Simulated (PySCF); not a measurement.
Radial density of Kr²⁺ (krypton, charge +2)

TPSS, [Ar] 3d10 4s2 4p4, high-spin 3P determinant. All numbers are calculated (PySCF 2.14, scalar relativity through the core potential, in cc-pVDZ-PP with ECP10MDF (4s3p2d, 23 functions)). This is the valence pseudo-density: the core potential removes the inner electrons and smooths the orbitals near the nucleus.

```csv
r (bohr),4πr²ρ (e/bohr),4πr²(ρα − ρβ)
0.000619,5.545e-05,0.0000
0.00104,0.0001566,0.0000
0.00175,0.0004411,0.0000
0.00295,0.001232,0.0000
0.00495,0.003367,0.0000
0.00833,0.008663,0.0000
0.0140,0.01935,0.0000
0.0236,0.03450,0.0000
0.0397,0.05951,0.0001
0.0667,0.1992,0.0005
0.112,1.442,0.0035
0.189,8.267,0.0398
0.317,28.16,0.2610
0.534,32.44,0.1347
0.898,8.972,0.3942
1.51,4.781,1.4645
2.54,1.086,0.4170
4.27,0.03212,0.0123
7.19,1.471e-05,0.0000
```

Energies and moments cover only the electrons outside the core potential.
